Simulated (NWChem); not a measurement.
System: CH$_{3}$BeBrS; SMILES [Be]([Br])[S]C

NWChem printed, in part:

```
             Northwest Computational Chemistry Package (NWChem) 7.3.0
             --------------------------------------------------------

 CS  symmetry detected

                             Geometry "geometry" -> ""
                             -------------------------

 Output coordinates in angstroms (scale by  1.889725989 to convert to a.u.)

  No.       Tag          Charge          X              Y              Z
 ---- ---------------- ---------- -------------- -------------- --------------
    1 Be                   4.0000     0.30132689     0.22534085     0.00000000
    2 Br                  35.0000    -0.02384269    -1.71071915     0.00000000
    3 S                   16.0000     0.63755864     2.09114367     0.00000000
    4 C                    6.0000    -1.06323258     2.77917860     0.00000000
    5 H                    1.0000    -1.61924721     2.48438603    -0.89949253
    6 H                    1.0000    -0.95386190     3.87166462     0.00000000
    7 H                    1.0000    -1.61924721     2.48438603     0.89949253

 Effective nuclear repulsion energy (a.u.)     221.8521576037

      Symmetry information
      --------------------

 Group name             Cs
 Group number              2
 Group order               2
 No. of unique centers     6

                                 NWChem DFT Module
                                 -----------------

 Summary of "ao basis" -> "ao basis" (spherical)
 ------------------------------------------------------------------------------
       Tag                 Description            Shells   Functions and Types
 ---------------- ------------------------------  ------  ---------------------
 Be                        def2-svpd                 6       12   3s3p
 Br                        def2-svpd                15       41   6s5p4d
 S                         def2-svpd                11       27   5s4p2d
 C                         def2-svpd                 8       20   4s2p2d
 H                         def2-svpd                 4        8   2s2p

      Symmetry analysis of basis
      --------------------------

        a'         84
        a"         40

[...]

                                NWChem TDDFT Module
                                -------------------

            General Information
            -------------------
           No. of orbitals :     248
            Alpha orbitals :     124
             Beta orbitals :     124
        Alpha frozen cores :       0
         Beta frozen cores :       0
     Alpha frozen virtuals :       0
      Beta frozen virtuals :       0
         Spin multiplicity :       1
    Number of AO functions :     124
        Use of symmetry is : off
      Symmetry adaption is : on
         Schwarz screening :  0.10D-07

              XC Information
              --------------
              Hartree-Fock (Exact) Exchange   1.00
            CAM-Becke88 Exchange Functional   1.00
               VWN V Correlation Functional   0.19 local
       Lee-Yang-Parr Correlation Functional   0.81
           Alpha           :  0.19
           Beta            :  0.46
           Gamma           :  0.33

             TDDFT Information
             -----------------
          Calculation type : Tamm-Dancoff TDDFT
         Wavefunction type : Restricted singlets
          No. of electrons :      64
           Alpha electrons :      32
            Beta electrons :      32
              No. of roots :       6
          Max subspacesize :    5200
            Max iterations :     100
               Target root :       1
           Target symmetry : none
      Symmetry restriction : off
                 Algorithm : Optimal
        Davidson threshold :  0.10D-03

    6 smallest eigenvalue differences (eV)
--------------------------------------------------------
  No. Spin  Occ  Vir  Irrep   E(Occ)    E(Vir)   E(Diff)
--------------------------------------------------------
    1    1   32   33 a"       -0.315    -0.006     8.400
    2    1   32   34 a"       -0.315     0.015     8.988
    3    1   32   35 a'       -0.315     0.023     9.193
    4    1   32   36 a"       -0.315     0.043     9.743
    5    1   31   33 a'       -0.367    -0.006     9.823
    6    1   30   33 a'       -0.378    -0.006    10.107
--------------------------------------------------------

  Entering Davidson iterations
  Restricted singlet excited states

  Iter   NTrls   NConv    DeltaV     DeltaE      Time
  ----  ------  ------  ---------  ---------  ---------
    1      6       0     0.10E+00   0.10+100       65.3
    2     12       0     0.48E-01   0.18E-01       70.6
    3     18       0     0.32E-01   0.66E-02       72.4
    4     24       0     0.21E-01   0.12E-02       70.7
    5     30       0     0.42E-01   0.10E-01       67.6
    6     36       0     0.30E-01   0.79E-02       71.1
    7     42       2     0.16E-01   0.20E-02       68.9
    8     46       3     0.12E-01   0.57E-03       63.9
    9     49       3     0.80E-02   0.19E-03       59.7
   10     52       4     0.29E-02   0.35E-04       60.8
   11     54       5     0.18E-02   0.57E-05       55.2
   12     55       5     0.13E-02   0.23E-05       51.0
   13     56       5     0.42E-03   0.49E-06       53.2
   14     57       5     0.12E-03   0.33E-07       54.0
   15     58       6     0.49E-04   0.23E-08       51.7
  ----  ------  ------  ---------  ---------  ---------
  Convergence criterion met

  Ground state a'      -3026.729769404265 a.u.

[...]
```

Level: CAM-B3LYP/def2-SVPD, TDA. The geometry was optimised at PBE0/def2-SVP.

Problem. Reconstruct the input file.

Solution. One answer among several that fit: the input that was run:
```
start job
memory heap 200 mb stack 900 mb global 1100 mb
geometry units angstroms noautoz
  Be     0.241984     0.316302     0.000336
  Br    -0.269025    -1.579201    -0.001000
  S      0.757204     2.140807     0.001674
  C     -0.869018     2.990209     0.002724
  H     -1.450487     2.752451    -0.897516
  H     -0.654433     4.066981     0.005004
  H     -1.451417     2.748769     0.901467
end
basis spherical
  * library def2-svpd
end
dft
  xc xcamb88 1.00 lyp 0.81 vwn_5 0.19 hfexch 1.00
  cam 0.33 cam_alpha 0.19 cam_beta 0.46
  iterations 150
end
tddft
  cis
  nroots 6
  notriplet
end
task tddft energy
```
